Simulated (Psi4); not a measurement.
H4Cl2GeOSi, singlet, geometry from GFN2-xTB, atoms displaced at random by about 0.08 Å a coordinate; TPSS/STO-3G, gradient (Psi4).

Here is a job for Psi4.
```
memory 2 GB

molecule mol {
0 1
O     1.326999   -0.224421    1.619033
Si    0.548860   -0.038271    0.162140
Cl    1.303118   -1.597848   -0.928673
Cl    1.248725    1.917824   -0.455898
Ge   -1.638748    0.063413    0.212019
H     1.135406    0.404168    2.262719
H    -2.343743    1.023002    1.218698
H    -2.508344    0.297607   -1.157360
H    -2.209405   -1.390482    0.735736
symmetry c1
no_reorient
no_com
}

set {
  basis sto-3g
  reference rks
}

gradient('tpss')
print_variables()
```

Write the output that Psi4 gives for this input, abridged.


```
gradient() will perform analytic gradient computation.

   => Loading Basis Set <=

    Name: STO-3G
    Role: ORBITAL
    Keyword: BASIS

         ---------------------------------------------------------
                                   SCF
               by Justin Turney, Rob Parrish, Andy Simmonett
                          and Daniel G. A. Smith
                              RKS Reference
         ---------------------------------------------------------

  ==> Geometry <==

    Molecular point group: c1
    Full point group: C1

    Geometry (in Angstrom), charge = 0, multiplicity = 1:

       Center              X                  Y                   Z               Mass
    ------------   -----------------  -----------------  -----------------  -----------------
         O            1.326999000000    -0.224421000000     1.619033000000    15.994914619570
         SI           0.548860000000    -0.038271000000     0.162140000000    27.976926534650
         CL           1.303118000000    -1.597848000000    -0.928673000000    34.968852682000
         CL           1.248725000000     1.917824000000    -0.455898000000    34.968852682000
         GE          -1.638748000000     0.063413000000     0.212019000000    73.921177761000
         H            1.135406000000     0.404168000000     2.262719000000     1.007825032230
         H           -2.343743000000     1.023002000000     1.218698000000     1.007825032230
         H           -2.508344000000     0.297607000000    -1.157360000000     1.007825032230
         H           -2.209405000000    -1.390482000000     0.735736000000     1.007825032230

  Running in c1 symmetry.

  Rotational constants: A =      0.05522  B =      0.03687  C =      0.02809 [cm^-1]
  Rotational constants: A =   1655.37321  B =   1105.20144  C =    842.04416 [MHz]
  Nuclear repulsion =  632.734635432739196

  Charge       = 0
  Multiplicity = 1
  Electrons    = 92
  Nalpha       = 46
  Nbeta        = 46

  ==> Algorithm <==

  SCF Algorithm Type is DF.
  DIIS enabled.
  MOM disabled.
  Fractional occupation disabled.
  Guess Type is SAD.
  Energy threshold   = 1.00e-08
  Density threshold  = 1.00e-08
  Integral threshold = 1.00e-12

  ==> Primary Basis <==

  Basis Set: STO-3G
    Blend: STO-3G
    Number of shells: 30
    Number of basis functions: 54
    Number of Cartesian functions: 55
    Spherical Harmonics?: true
    Max angular momentum: 2

  ==> DFT Potential <==

   => LibXC <=

    Version 7.1.2
[...]
  @DF-RKS Final Energy: -3326.29181058772429
    Total Energy =                      -3326.2918105877242851
[...]
    Number of shells: 223
    Number of basis functions: 799
    Number of Cartesian functions: 1009
    Spherical Harmonics?: true
    Max angular momentum: 5

  ==> DFT Potential <==

   => LibXC <=

    Version 7.1.2
    S. Lehtola, C. Steigemann, M. J. T. Oliveira, and M. A. L. Marques,  SoftwareX 7, 1–5 (2018) (10.1016/j.softx.2017.11.002)

   => Composite Functional: TPSS <=

    TPSS Meta-GGA XC Functional

    J. Tao, et al., Phys. Rev. Lett., 91, 146401, 2003

    Deriv               =              1
    GGA                 =           TRUE
    Meta                =           TRUE

    Exchange Hybrid     =          FALSE
    MP2 Hybrid          =          FALSE

   => Exchange Functionals <=

    1.0000   XC_MGGA_X_TPSS

   => Correlation Functionals <=

    1.0000   XC_MGGA_C_TPSS

   => LibXC Density Thresholds  <==

    XC_MGGA_C_TPSS:  1.00E-15
    XC_MGGA_X_TPSS:  1.00E-15

   => Molecular Quadrature <=

    Radial Scheme          =       TREUTLER
    Pruning Scheme         =           NONE
    Nuclear Scheme         =       TREUTLER

    Blocking Scheme        =         OCTREE
    BS radius alpha        =              1
    Pruning alpha          =              1
    Radial Points          =             75
    Spherical Points       =            302
    Total Points           =         187660
    Total Blocks           =           1464
    Max Points             =            256
    Max Functions          =             42
    Weights Tolerance      =       1.00E-15

  -Total Gradient:
     Atom            X                  Y                   Z
    ------   -----------------  -----------------  -----------------
       1       -0.041066980707     0.109657057388     0.077894364886
       2       -0.000814143908    -0.042366183989    -0.019048299460
       3       -0.010420884579     0.019087530857     0.016799879476
       4        0.000373465078     0.004600805952     0.006944874653
       5        0.108373824381     0.021996383584     0.000329097476
       6        0.034101060355    -0.095208714624    -0.084069667323
       7       -0.028472843451     0.029295626148     0.032879014578
       8       -0.038530386050     0.008983733082    -0.052442960321
       9       -0.023353271609    -0.055207312149     0.021031521575

  Variable Map:
  ----------------------------------------------------------------------------
[...]
  Array Variable Map:
  ----------------------------------------------------------------------------
[...]
[...]
```
